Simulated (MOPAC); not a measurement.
MOPAC input (PM3):

```
PM3 PRECISE GNORM=0.05 LET XYZ CHARGE=-1 GEO-OK AUX(PRECISION=9) THREADS=1
H7N2Si2

N    -1.08571000 1    2.09126400 1    0.52831800 1
Si   -0.79973800 1    0.36362500 1    0.86162100 1
N     0.46956600 1   -0.37993500 1    0.14298000 1
Si    1.12208500 1   -1.24153200 1   -1.08865000 1
H    -1.27682200 1    2.25898300 1   -0.45447400 1
H    -0.27614400 1    2.65789200 1    0.76084400 1
H    -0.69762300 1    0.37843300 1    2.36305900 1
H    -2.16103300 1   -0.21364000 1    0.55573100 1
H     1.84751500 1   -0.43874000 1   -2.14913500 1
H     2.17920200 1   -2.23853900 1   -0.67339800 1
H     0.18505000 1   -2.09300100 1   -1.92330500 1
```

Output:

```
 *******************************************************************************
 **                                                                           **
 **                              MOPAC v23.2.5                                **
 **                                                                           **
 *******************************************************************************
 ** MOPAC's Digital Object Identifier: https://doi.org/10.5281/zenodo.6511958 **
 **                                                                           **
 ** Please cite the open-source release paper for use of this MOPAC version:  **
 ** J. E. Moussa and J. J. P. Stewart (2026)                                  **
 ** MOPAC: An open-source semiempirical molecular orbital program             **
 ** J. Open Source Softw., 11(119), 8025, https://doi.org/10.21105/joss.08025 **
 *******************************************************************************

                              PM3 CALCULATION RESULTS

 *******************************************************************************
 *  PM3        - The PM3 Hamiltonian to be used
 *  GEO-OK     - OVERRIDE INTERATOMIC DISTANCE AND OTHER SAFETY CHECKS
 *
 *
 *
 *                 CHARGE ON SYSTEM = -1
 *
 *
 *
 *  LET        - OVERRIDE SOME SAFETY CHECKS
 *  PRECISE    - TIGHTER CRITERIA TO BE USED
 *  XYZ        - CARTESIAN COORDINATE SYSTEM TO BE USED
 *  GNORM      - EXIT WHEN GRADIENT NORM DROPS BELOW 0.050
 *  AUX        - OUTPUT AUXILIARY INFORMATION
 *******************************************************************************
PM3 PRECISE GNORM=0.05 LET XYZ CHARGE=-1 GEO-OK AUX(PRECISION=9) THREADS=1
 H7N2Si2

   ATOM   CHEMICAL          X               Y               Z
  NUMBER   SYMBOL      (ANGSTROMS)     (ANGSTROMS)     (ANGSTROMS)

     1       N         -1.08571000  *   2.09126400  *   0.52831800  *
     2      Si         -0.79973800  *   0.36362500  *   0.86162100  *
     3       N          0.46956600  *  -0.37993500  *   0.14298000  *
     4      Si          1.12208500  *  -1.24153200  *  -1.08865000  *
     5       H         -1.27682200  *   2.25898300  *  -0.45447400  *
     6       H         -0.27614400  *   2.65789200  *   0.76084400  *
     7       H         -0.69762300  *   0.37843300  *   2.36305900  *
     8       H         -2.16103300  *  -0.21364000  *   0.55573100  *
     9       H          1.84751500  *  -0.43874000  *  -2.14913500  *
    10       H          2.17920200  *  -2.23853900  *  -0.67339800  *
    11       H          0.18505000  *  -2.09300100  *  -1.92330500  *

          CARTESIAN COORDINATES

    NO.       ATOM           X           Y           Z

     1         N         -1.0857      2.0913      0.5283
     2        Si         -0.7997      0.3636      0.8616
     3         N          0.4696     -0.3799      0.1430
     4        Si          1.1221     -1.2415     -1.0886
     5         H         -1.2768      2.2590     -0.4545
     6         H         -0.2761      2.6579      0.7608
     7         H         -0.6976      0.3784      2.3631
     8         H         -2.1610     -0.2136      0.5557
     9         H          1.8475     -0.4387     -2.1491
    10         H          2.1792     -2.2385     -0.6734
    11         H          0.1850     -2.0930     -1.9233

  H: (PM3): J. J. P. STEWART, J. COMP. CHEM. 10, 209 (1989).
  N: (PM3): J. J. P. STEWART, J. COMP. CHEM. 10, 209 (1989).
 Si: (PM3): J. J. P. STEWART, J. COMP. CHEM. 10, 209 (1989).

           Empirical Formula: H7 N2 Si2  =    11 atoms

      MOLECULAR POINT GROUP   :   C1

      RHF CALCULATION, NO. OF DOUBLY OCCUPIED LEVELS = 13

          Geometry optimization using EF

          DIAGONAL MATRIX USED AS START HESSIAN

 CYCLE:     1  GRAD.:    90.573 HEAT: -22.32194
 CYCLE:     2  GRAD.:   142.967 HEAT: -23.53548
 CYCLE:     3  GRAD.:   136.056 HEAT: -23.52584
 CYCLE:     4  GRAD.:   119.560 HEAT: -25.66992
 CYCLE:     5  GRAD.:   101.627 HEAT: -27.59087
 CYCLE:     6  GRAD.:   166.572 HEAT: -23.67387
 CYCLE:     7  GRAD.:   160.167 HEAT: -20.97900
 CYCLE:     8  GRAD.:    88.194 HEAT: -29.70901
 CYCLE:     9  GRAD.:    75.430 HEAT: -30.79048
 CYCLE:    10  GRAD.:   185.643 HEAT: -22.05710
 CYCLE:    11  GRAD.:    60.043 HEAT: -31.19340
 CYCLE:    12  GRAD.:    94.967 HEAT: -28.77105
 CYCLE:    13  GRAD.:    12.518 HEAT: -33.60973
 CYCLE:    14  GRAD.:    12.228 HEAT: -33.82923
 CYCLE:    15  GRAD.:    11.955 HEAT: -34.19265
 CYCLE:    16  GRAD.:    20.215 HEAT: -35.65400
 CYCLE:    17  GRAD.:    17.935 HEAT: -36.35688
 CYCLE:    18  GRAD.:     9.328 HEAT: -36.71679
 CYCLE:    19  GRAD.:     6.433 HEAT: -36.80317
 CYCLE:    20  GRAD.:     4.599 HEAT: -36.86561
 CYCLE:    21  GRAD.:     2.834 HEAT: -36.91499
 CYCLE:    22  GRAD.:     1.979 HEAT: -36.94432
 CYCLE:    23  GRAD.:     1.736 HEAT: -36.96056
 CYCLE:    24  GRAD.:     1.894 HEAT: -36.97576
 CYCLE:    25  GRAD.:     1.786 HEAT: -36.98165
 CYCLE:    26  GRAD.:     1.150 HEAT: -36.98903
 CYCLE:    27  GRAD.:     1.968 HEAT: -37.00415
 CYCLE:    28  GRAD.:     1.870 HEAT: -37.01606
 CYCLE:    29  GRAD.:     2.212 HEAT: -37.03172
 CYCLE:    30  GRAD.:     2.540 HEAT: -37.04840
 CYCLE:    31  GRAD.:     1.810 HEAT: -37.06029
 CYCLE:    32  GRAD.:     2.257 HEAT: -37.06760
 CYCLE:    33  GRAD.:     0.931 HEAT: -37.07034
 CYCLE:    34  GRAD.:     2.115 HEAT: -37.07031
 CYCLE:    35  GRAD.:     0.623 HEAT: -37.07242
 CYCLE:    36  GRAD.:     0.307 HEAT: -37.07279
 CYCLE:    37  GRAD.:     0.259 HEAT: -37.07322
 CYCLE:    38  GRAD.:     0.297 HEAT: -37.07347
 CYCLE:    39  GRAD.:     0.586 HEAT: -37.07430
 CYCLE:    40  GRAD.:     0.481 HEAT: -37.07507
 CYCLE:    41  GRAD.:     1.174 HEAT: -37.08010
 CYCLE:    42  GRAD.:     1.089 HEAT: -37.08225
 CYCLE:    43  GRAD.:     1.294 HEAT: -37.08702
 CYCLE:    44  GRAD.:     0.315 HEAT: -37.08844
 CYCLE:    45  GRAD.:     0.264 HEAT: -37.08885
 CYCLE:    46  GRAD.:     0.156 HEAT: -37.08903
 CYCLE:    47  GRAD.:     0.198 HEAT: -37.08914
 CYCLE:    48  GRAD.:     0.117 HEAT: -37.08925
 CYCLE:    49  GRAD.:     0.117 HEAT: -37.08932
 CYCLE:    50  GRAD.:     1.289 HEAT: -37.08523
 CYCLE:    51  GRAD.:     0.298 HEAT: -37.09010
 CYCLE:    52  GRAD.:     0.249 HEAT: -37.09044
 CYCLE:    53  GRAD.:    11.888 HEAT: -36.94861
 CYCLE:    54  GRAD.:     0.444 HEAT: -37.09207
 CYCLE:    55  GRAD.:     0.235 HEAT: -37.09280
 CYCLE:    56  GRAD.:     9.409 HEAT: -37.05921
 CYCLE:    57  GRAD.:    19.029 HEAT: -36.78355
 CYCLE:    58  GRAD.:    50.403 HEAT: -35.96174
 CYCLE:    59  GRAD.:    24.284 HEAT: -36.85261
 CYCLE:    60  GRAD.:     4.469 HEAT: -37.06557
 CYCLE:    61  GRAD.:     3.412 HEAT: -37.08264
 CYCLE:    62  GRAD.:     1.941 HEAT: -37.08965
 CYCLE:    63  GRAD.:     0.677 HEAT: -37.09343
 CYCLE:    64  GRAD.:     0.898 HEAT: -37.09479
 CYCLE:    65  GRAD.:     0.844 HEAT: -37.09572
 CYCLE:    66  GRAD.:     0.515 HEAT: -37.09642
 CYCLE:    67  GRAD.:     0.302 HEAT: -37.09677
 CYCLE:    68  GRAD.:     0.233 HEAT: -37.09704
 CYCLE:    69  GRAD.:     1.045 HEAT: -37.09681
 CYCLE:    70  GRAD.:     0.504 HEAT: -37.09791
 CYCLE:    71  GRAD.:     0.412 HEAT: -37.09825
 CYCLE:    72  GRAD.:     0.320 HEAT: -37.09908
 CYCLE:    73  GRAD.:     0.235 HEAT: -37.09933
 CYCLE:    74  GRAD.:    10.026 HEAT: -36.97199
 CYCLE:    75  GRAD.:     0.170 HEAT: -37.09951
 CYCLE:    76  GRAD.:     0.195 HEAT: -37.09935
 CYCLE:    77  GRAD.:     0.054 HEAT: -37.09943
 CYCLE:    78  GRAD.:     0.139 HEAT: -37.09947
 CYCLE:    79  GRAD.:     0.139 HEAT: -37.09950
 CYCLE:    80  GRAD.:     0.305 HEAT: -37.09954
 CYCLE:    81  GRAD.:     0.067 HEAT: -37.09960
 CYCLE:    82  GRAD.:     0.061 HEAT: -37.09961
 CYCLE:    83  GRAD.:     0.104 HEAT: -37.09959
 CYCLE:    84  GRAD.:     0.047 HEAT: -37.09962

     GRADIENT =  0.04734 IS LESS THAN CUTOFF =  0.05000

 -------------------------------------------------------------------------------
 PM3 PRECISE GNORM=0.05 LET XYZ CHARGE=-1 GEO-OK AUX(PRECISION=9) THREADS=1
 H7N2Si2

     GEOMETRY OPTIMISED USING EIGENVECTOR FOLLOWING (EF).
     SCF FIELD WAS ACHIEVED

                              PM3 CALCULATION
                                                       MOPAC v23.2.5 Linux

          FINAL HEAT OF FORMATION =        -37.09962 KCAL/MOL =    -155.22480 KJ/MOL

          COSMO AREA              =        136.56 SQUARE ANGSTROMS
          COSMO VOLUME            =        132.10 CUBIC ANGSTROMS

          GRADIENT NORM           =          0.04734          =       0.01427 PER ATOM
          IONIZATION POTENTIAL    =          2.853293 EV
          HOMO LUMO ENERGIES (EV) =         -2.853  5.272
          NO. OF FILLED LEVELS    =         13
          MOLECULAR WEIGHT        =         91.2397         POINT GROUP:  C1

          MOLECULAR DIMENSIONS (Angstroms)

            Atom       Atom       Distance
            H    10    H     6     5.58014
            H     9    H     7     4.21033
            H     8    N     3     2.60340

          SCF CALCULATIONS        =         85

   ATOM   CHEMICAL          X               Y               Z
  NUMBER   SYMBOL      (ANGSTROMS)     (ANGSTROMS)     (ANGSTROMS)

     1       N         -0.99451388  *   1.97877171  *   0.29214088  *
     2      Si         -0.75933456  *   0.24714796  *   0.81346099  *
     3       N          0.85439332  *  -0.30952391  *   0.53603243  *
     4      Si          0.93093769  *  -1.09188459  *  -1.01759101  *
     5       H         -0.86403912  *   2.09219937  *  -0.69423274  *
     6       H         -0.35396837  *   2.59746802  *   0.74961987  *
     7       H         -1.07987451  *   0.27362620  *   2.30083699  *
     8       H         -1.92087315  *  -0.50120271  *   0.16807266  *
     9       H          1.24608326  *  -0.19011857  *  -2.19914275  *
    10       H          2.06785060  *  -2.09478818  *  -1.05469139  *
    11       H         -0.27383926  *  -1.88402207  *  -1.49682762  *

                             CARTESIAN COORDINATES

   1    N       -0.994513884     1.978771705     0.292140883
   2   Si       -0.759334563     0.247147962     0.813460991
   3    N        0.854393316    -0.309523909     0.536032434
   4   Si        0.930937694    -1.091884589    -1.017591015
   5    H       -0.864039119     2.092199368    -0.694232745
   6    H       -0.353968367     2.597468017     0.749619869
   7    H       -1.079874510     0.273626205     2.300836991
   8    H       -1.920873150    -0.501202712     0.168072656
   9    H        1.246083256    -0.190118570    -2.199142752
  10    H        2.067850600    -2.094788179    -1.054691393
  11    H       -0.273839257    -1.884022068    -1.496827622

           Empirical Formula: H7 N2 Si2  =    11 atoms

      MOLECULAR POINT GROUP   :   C1

                  EIGENVALUES
 -23.16770 -18.08844 -11.58924 -10.90852 -10.73479  -8.30923  -7.89510  -7.34230
  -6.75682  -5.56230  -4.67619  -3.20591  -2.85329   5.27186   5.54687   6.01607
   6.41099   6.50511   6.67947   7.18751   8.42103   9.10782  10.06650

              NET ATOMIC CHARGES AND DIPOLE CONTRIBUTIONS

  ATOM NO.   TYPE          CHARGE      No. of ELECS.   s-Pop       p-Pop
    1          N          -0.241511        5.2415     1.48557     3.75594
    2         Si           0.284479        3.7155     1.07134     2.64418
    3          N          -0.617084        5.6171     1.73211     3.88497
    4         Si           0.246629        3.7534     1.04946     2.70391
    5          H           0.017255        0.9827     0.98275
    6          H           0.016570        0.9834     0.98343
    7          H          -0.130141        1.1301     1.13014
    8          H          -0.135662        1.1357     1.13566
    9          H          -0.164788        1.1648     1.16479
   10          H          -0.135300        1.1353     1.13530
   11          H          -0.140447        1.1404     1.14045
 DIPOLE           X         Y         Z       TOTAL
 POINT-CHG.    -1.544     0.982     0.059     1.831
 HYBRID         0.229    -0.214    -1.469     1.502
 SUM           -1.315     0.769    -1.409     2.075

          ATOMIC ORBITAL ELECTRON POPULATIONS

     Atom    s        px        py        pz
    1  N   1.48557   1.56405   1.15610   1.03579
    2 Si   1.07134   0.88443   0.85865   0.90111
    3  N   1.73211   1.13397   1.58456   1.16645
    4 Si   1.04946   0.89764   0.90573   0.90054
    5  H   0.98275
    6  H   0.98343
    7  H   1.13014
    8  H   1.13566
    9  H   1.16479
   10  H   1.13530
   11  H   1.14045

 **********************
 *                    *
 * JOB ENDED NORMALLY *
 *                    *
 **********************

 == MOPAC DONE ==
```

The dipole moment of an ion depends on the origin.

The geometry given is a B3LYP-D3(BJ)/def2-TZVP minimum.
